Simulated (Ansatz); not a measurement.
`B[S][GaH][SiH3]` + `[NH2][GeH3]` → `B[NH][GeH3]` + `[SiH3][GaH][SH]` at 700 K and 1 bar (ligand exchange at a B–S bond).

Isolated molecules relaxed with PBE0-D4/def2-TZVP in Ansatz; ΔE leaves out vibrations. CCSD(T)/CBS adds triple-zeta CCSD(T) − MP2 to the extrapolated MP2 energy (def2 sets, frozen cores). For Ga, Ge outer-core shells are correlated without core-valence functions, which leaves a few kJ/mol of doubt a bond. Scalar relativity is left out up to krypton. Each species was taken in one conformer, which may not be the lowest.

| species | CCSD(T)/CBS energy (Eh) | H − E (kJ/mol) | S (J/(mol·K)) |
| --- | --- | --- | --- |
| `B[S][GaH][SiH3]` | -2639.22992 | 227.4 | 502.2 |
| `[NH2][GeH3]` | -2133.81884 | 177.8 | 349.1 |
| `B[NH][GeH3]` | -2159.24687 | 224.6 | 400.9 |
| `[SiH3][GaH][SH]` | -2613.82650 | 176.8 | 452.3 |

H − E and S are ideal-gas, rigid-rotor, harmonic terms from PBE0-D4/def2-TZVP, for one conformer and one mirror image of each species. 1 Eh = 2625.50 kJ/mol, R = 8.31446 J/(mol·K).

Question: By hand: ΔE, ΔH, ΔS and ΔG.

Answer: ΔE = (-2159.24687) + (-2613.82650) − (-2639.22992) − (-2133.81884) = -0.02461 Eh = -64.6 kJ/mol. Δ(H − E) = 224.6 + 176.8 − 227.4 − 177.8 = -3.8, so ΔH = -68.4 kJ/mol. ΔS = 400.9 + 452.3 − 502.2 − 349.1 = 1.9 J/(mol·K). ΔG = -68.4 − 700 × (1.9)/1000 = -69.7 kJ/mol.

Question: By hand: the equilibrium constant, and the temperature at which ΔG would vanish if ΔH and ΔS stayed fixed.

Answer: log₁₀ K = −ΔG/(RT ln 10) = 5.2. ΔH and −TΔS have one sign here, so there is no such temperature. One of them is within its doubt of zero, so this could turn.

The number of gas molecules stays the same, so ΔS is small and ΔH decides. A doubt of 5 kJ/mol in ΔE shifts log₁₀ K by 0.4 here. Other conformers and mirror images would add mixing entropy, several J/(mol·K) or more a flexible species. Modes under 60 cm⁻¹, often nearly free rotors, make the harmonic entropy too high. These are equilibria of isolated gas molecules and say nothing of rates. Largest T1 diagnostic: 0.014 (customary marks: 0.02 for closed shells, 0.045 for open ones).
